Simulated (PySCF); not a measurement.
PySCF input file for B(Me)(SiH3)2 (CH₉BSi₂), SMILES CB([SiH3])[SiH3], ωB97X-D3(BJ)/def2-SVP. 

```python
import numpy as np
from pyscf import gto, scf, dft
import os
os.environ['JAX_PLATFORMS'] = 'cpu'
from ase import Atoms, units
from ase.calculators.calculator import Calculator, all_changes
from sella import Sella

mol = gto.M(
    atom='''
    B     0.34149281   -0.07676109   -0.11932697
    C     1.82131252   -0.32691670   -0.60192798
    H     2.24615189   -1.28236368   -0.29229076
    H     2.43748505    0.43716006   -0.11678679
    H     1.99017697   -0.21303445   -1.67282663
    Si   -0.23414130   -0.87900013    1.58633496
    H    -1.06924287   -2.07417714    1.37333098
    H    -1.03736836    0.02139634    2.43003125
    H     0.86273136   -1.33561442    2.45877406
    Si   -0.81215680    1.06328027   -1.24244167
    H    -2.12471747    1.40281640   -0.67127609
    H    -1.10421584    0.44970368   -2.55016187
    H    -0.18816653    2.35949703   -1.56509745
    ''',
    basis='def2-SVP',
    charge=0,
    spin=0,
    max_memory=1600,
    verbose=3,
)
mf = dft.RKS(mol, xc='wb97x-d3bj').density_fit(auxbasis='def2-universal-jkfit')
mf.grids.level = 3
mf.conv_tol = 1e-9
mf.max_cycle = 100
mf.kernel()
grad = mf.nuc_grad_method()
grad.grid_response = mol.nao <= 150
scan = grad.as_scanner()
scan.verbose = scan.base.verbose = 0
class SCF(Calculator):
    implemented_properties = ['energy', 'forces']
    def calculate(self, atoms=None, properties=None, system_changes=all_changes):
        super().calculate(atoms, properties, system_changes)
        e, g = scan(mol.set_geom_(self.atoms.positions, unit='Angstrom', inplace=False))
        assert scan.converged
        self.results = {'energy': float(e) * units.Hartree, 'forces': -np.asarray(g) * units.Hartree / units.Bohr}
atoms = Atoms(mol.elements, mol.atom_coords(unit='Angstrom'), calculator=SCF())
conv = Sella(atoms, order=0, internal=True, allow_fragments=True).run(fmax=0.002, steps=150)
mol_eq = mol.set_geom_(atoms.positions, unit='Angstrom', inplace=False)
print(mol_eq.tostring(format='xyz'))
mf.reset(mol_eq)
mf.verbose = 3
mf.kernel()
```

Program output:

```
converged SCF energy = -647.188476049559
     Step          Energy         fmax         cmax       rtrust          rho
Sella   0   -17610.895452       0.9983       0.0000       0.1000       1.0000
Sella   1   -17610.990166       0.9983       0.0000       0.1000       1.3812
Sella   2   -17611.022955       0.6060       0.0000       0.1000       1.0957
Sella   3   -17611.025446       0.2786       0.0000       0.1000       0.3317
Sella   4   -17611.030466       0.2189       0.0000       0.1000       1.2445
Sella   5   -17611.031879       0.0498       0.0000       0.1000       1.4158
Sella   6   -17611.032956       0.0327       0.0000       0.1000       1.4502
Sella   7   -17611.034206       0.0582       0.0000       0.1000       1.5161
Sella   8   -17611.035666       0.0587       0.0000       0.1000       1.2655
Sella   9   -17611.036663       0.0454       0.0000       0.1000       1.1849
Sella  10   -17611.037271       0.0561       0.0000       0.1000       1.5642
Sella  11   -17611.038170       0.0625       0.0000       0.1000       1.3368
Sella  12   -17611.038605       0.0312       0.0000       0.1000       1.4191
Sella  13   -17611.038961       0.0381       0.0000       0.1000       1.4396
Sella  14   -17611.039246       0.0361       0.0000       0.1000       1.3295
Sella  15   -17611.039377       0.0268       0.0000       0.1000       1.2460
Sella  16   -17611.039448       0.0156       0.0000       0.1000       1.2007
Sella  17   -17611.039480       0.0130       0.0000       0.1000       0.9442
Sella  18   -17611.039491       0.0106       0.0000       0.1000       1.2512
Sella  19   -17611.039493       0.0033       0.0000       0.1000       1.2688
Sella  20   -17611.039494       0.0025       0.0000       0.1000       1.4477
13
XYZ from PySCF
B           0.44194068       -0.08970086       -0.14305648
C           1.96153140       -0.15042290       -0.51403858
H           2.50174118       -1.04091728       -0.15721796
H           2.37503618        0.70952762        0.05944399
H           2.20342353        0.04963651       -1.56967178
Si         -0.29898011       -0.97950536        1.51574527
H          -1.62087905       -1.62200307        1.23507283
H          -0.53432674        0.08839169        2.54080727
H           0.60469346       -2.00803617        2.11965492
Si         -0.85849429        0.96813820       -1.27523084
H          -1.97150019        1.57384958       -0.48135326
H          -1.47126742       -0.00361083       -2.23896733
H          -0.20357720        2.05063905       -2.07485301
converged SCF energy = -647.193769478935
```

The calculation finished and met its thresholds.

Cost: around 7 core-minutes (rough).
